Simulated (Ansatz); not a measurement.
A run for Ansatz (an electronic-structure program): R-B3LYP-D3(BJ)/def2-TZVP on K2 (SMILES [K][K]).

Ansatz 0.2 input:
```yaml
crystal:
  periodic: [false, false, false]
  atoms:
    - {symbol: K, position_ang: [0.00000000, 0.00000000, -1.96200000]}
    - {symbol: K, position_ang: [0.00000000, 0.00000000, 1.96200000]}
basis:
  gaussian:
    orbitals: def2-TZVP
hamiltonian:
  xc: b3lyp
  dispersion: d3bj
relax: {f_tol: 0.004, max_steps: 120}
scf: {lower_state_search: off}
```

Program output:

```
WARN ansatz: RAYON_NUM_THREADS=1 ignored (pool sized by the plan → 1); use --threads N
Functional definition: B3LYP
these checks for a lower state are left out or cut short: stability, starts, cluster_reference, orbital_swaps, neighbouring_geometries, increment
integrals: 0.02 GiB planned
690 factors; integrals over basis functions are off by at most 4.3e-4 eV
mean field: 0.20 GiB planned
mean field evaluation 1: about -32649.9728 eV, gradient 5.7e0 eV
mean field evaluation 2: about -32649.9940 eV, gradient 6.1e0 eV
mean field evaluation 4: about -32650.0977 eV, gradient 4.8e-2 eV
mean field evaluation 8: about -32650.0965 eV, gradient 4.9e-5 eV
mean field -32650.09650532 eV, -1199.8689155402 hartree, gradient 1.0e-6 eV, S^2 0.000000; 0 other end points of the search recorded, 0 dependent functions left out
the calculation of the forces begins
reference -32650.09668816 eV, -1199.8689222595 hartree; 19, 19 occupied and 47, 47 virtual orbitals, 690 factors
relax step   1: F+E_penalty+E_count = -32650.14362129 eV  Δ(F+E_penalty+E_count) = +0.000e0 eV  max|allowed force component| = 2.568e-2 eV/Å  Δτ_max = 0.0000 Å  (12 SCF iters, accepted)
these checks for a lower state are left out or cut short: stability, starts, cluster_reference, orbital_swaps, neighbouring_geometries, increment
integrals: 0.02 GiB planned
690 factors; integrals over basis functions are off by at most 4.3e-4 eV
mean field: 0.20 GiB planned
mean field evaluation 16: about -32650.0966 eV, gradient 5.4e-2 eV
mean field -32650.09660184 eV, -1199.8689190874 hartree, gradient 3.6e-6 eV, S^2 0.000000; 0 other end points of the search recorded, 0 dependent functions left out
the calculation of the forces begins
reference -32650.09678471 eV, -1199.8689258078 hartree; 19, 19 occupied and 47, 47 virtual orbitals, 690 factors
relax step   2: F+E_penalty+E_count = -32650.14371366 eV  Δ(F+E_penalty+E_count) = -9.237e-5 eV  max|allowed force component| = 2.350e-2 eV/Å  Δτ_max = 0.0019 Å  (9 SCF iters, accepted)
these checks for a lower state are left out or cut short: stability, starts, cluster_reference, orbital_swaps, neighbouring_geometries, increment
integrals: 0.02 GiB planned
690 factors; integrals over basis functions are off by at most 4.3e-4 eV
mean field: 0.20 GiB planned
mean field -32650.09710644 eV, -1199.8689376310 hartree, gradient 2.2e-6 eV, S^2 0.000000; 0 other end points of the search recorded, 0 dependent functions left out
the calculation of the forces begins
reference -32650.09728962 eV, -1199.8689443627 hartree; 19, 19 occupied and 47, 47 virtual orbitals, 690 factors
relax step   3: F+E_penalty+E_count = -32650.14420257 eV  Δ(F+E_penalty+E_count) = -4.889e-4 eV  max|allowed force component| = 9.971e-4 eV/Å  Δτ_max = 0.0202 Å  (18 SCF iters, accepted)
Total energy: -32650.14438574 eV, -1199.8706751133 hartree
Atom 0 at     0.000000     0.000000    -1.984087 Å, force    -0.000000     0.000000    -0.000997 eV/Å
Atom 1 at    -0.000000    -0.000000     1.984087 Å, force     0.000000    -0.000000     0.000997 eV/Å
Dipole moment:     0.000000    -0.000000     0.000000 e Å
Checks for a lower state left out: stability, starts, cluster_reference, orbital_swaps, neighbouring_geometries, increment
```

The run converged.

Cost: very roughly 4 core-seconds.
